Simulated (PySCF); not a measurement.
PySCF input file for C4H4ClF, SMILES FC1=C(Cl)CC1, PBE/pcSseg-1. Geometry optimised at PBE0-D3(BJ)/def2-SVP.

```python
import numpy as np
from pyscf import gto, scf, dft
from pyscf.prop.nmr import rks as nmr

mol = gto.M(
    atom='''
    F    -1.77396589    1.12394138    0.00000000
    C    -0.48807746    0.86000879   -0.00000000
    C     0.23903343   -0.26413848   -0.00000000
    Cl   -0.11072894   -1.93089652    0.00000000
    C     1.54789896    0.48311637   -0.00000000
    C     0.68644745    1.78653852   -0.00000000
    H     2.16731485    0.34549374    0.89972715
    H     2.16731485    0.34549374   -0.89972714
    H     0.80082056    2.41281490   -0.89901839
    H     0.80082056    2.41281491    0.89901839
    ''',
    basis='pcSseg-1',
    charge=0,
    spin=0,
    max_memory=1600,
    verbose=3,
)
mf = dft.RKS(mol, xc='pbe')
mf.grids.level = 3
mf.conv_tol = 1e-10
mf.max_cycle = 100
mf.kernel()
n = nmr.NMR(mf)
n.verbose = 2
n.max_cycle_cphf = 60
sigma = n.kernel()
print('atom   isotropic/ppm   span/ppm')
for i, s in enumerate(sigma):
    w = np.linalg.eigvalsh((s + s.T) / 2)
    print(f'{mol.atom_symbol(i):2s}{i + 1:3d} {w.mean():14.3f} {w[2] - w[0]:11.3f}')
```

Output:

```
converged SCF energy = -714.297776184692
atom   isotropic/ppm   span/ppm
F   1        246.298     215.260
C   2         27.729     124.528
C   3         75.114     101.220
Cl  4        724.494     487.386
C   5        150.811      26.001
C   6        147.208      15.375
H   7         29.037       8.422
H   8         29.037       8.422
H   9         28.576       8.842
H  10         28.576       8.842
```

Self-consistency was reached.
